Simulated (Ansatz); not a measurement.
Relaxation of a periodic cell of 17 atoms, Si16B (host Si, host structure diamond, interstitial B), to a largest force component of 0.03 eV/Å in at most 60 steps.

Theory: DFT PBE, scalar-relativistic, plane waves, PAW in Ansatz 0.2.0. Settings: cutoff 420 eV, k mesh 2x2x2, gaussian smearing 0.02 eV, spin collinear.

```xyz
17
Lattice="0.0000 5.4300 5.4300 5.4300 0.0000 5.4300 5.4300 5.4300 0.0000" Properties=species:S:1:pos:R:3
Si 0.000 0.000 0.000
Si 1.357 1.357 1.357
Si 2.715 2.715 0.000
Si 4.072 4.072 1.357
Si 2.715 0.000 2.715
Si 4.072 1.357 4.072
Si 5.430 2.715 2.715
Si 6.787 4.072 4.072
Si 0.000 2.715 2.715
Si 1.357 4.072 4.072
Si 2.715 5.430 2.715
Si 4.072 6.787 4.072
Si 2.715 2.715 5.430
Si 4.072 4.072 6.787
Si 5.430 5.430 5.430
Si 6.787 6.787 6.787
B 5.441 5.332 8.079
```

Question: Where does it end, and by what steps?

Answer: The run converged. The force dipped under the threshold on the way, but the program's further checks kept it going. Limits of this set-up: coarse k mesh. After 12 steps the energy has fallen by 0.147 eV; B17 moved furthest, 0.38 Å.

```csv
step,energy less start (eV),largest force component (eV/Å),accepted
0,0.0000,0.399,yes
1,-0.0599,0.168,yes
2,-0.0797,0.083,yes
3,-0.0952,0.195,yes
4,-0.1313,0.126,yes
5,-0.1428,0.042,yes
6,-0.1449,0.017,yes
7,-0.1453,0.015,yes
8,-0.1458,0.023,yes
9,-0.1466,0.039,yes
10,-0.1354,0.135,no
11,-0.1456,0.044,no
12,-0.1474,0.017,yes
```

```xyz
17
Lattice="0.0000 5.4300 5.4300 5.4300 0.0000 5.4300 5.4300 5.4300 0.0000" Properties=species:S:1:pos:R:3
Si -0.013 0.040 0.026
Si 1.366 1.392 1.350
Si 2.732 2.753 0.011
Si 4.101 4.088 1.375
Si 2.675 0.029 2.735
Si 4.062 1.352 4.074
Si 5.411 2.728 2.750
Si 6.779 4.077 4.082
Si 0.016 2.747 2.692
Si 1.343 4.166 4.064
Si 2.789 5.452 2.735
Si 4.105 6.837 4.089
Si 2.636 2.662 5.428
Si 4.004 4.108 6.782
Si 5.430 5.427 5.426
Si 6.731 6.730 6.885
B 5.574 5.044 7.876
```

Whether the end is a true minimum wasn't checked by a vibrational analysis.

The run took 2.7 min on 2 CPU threads of a shared host.
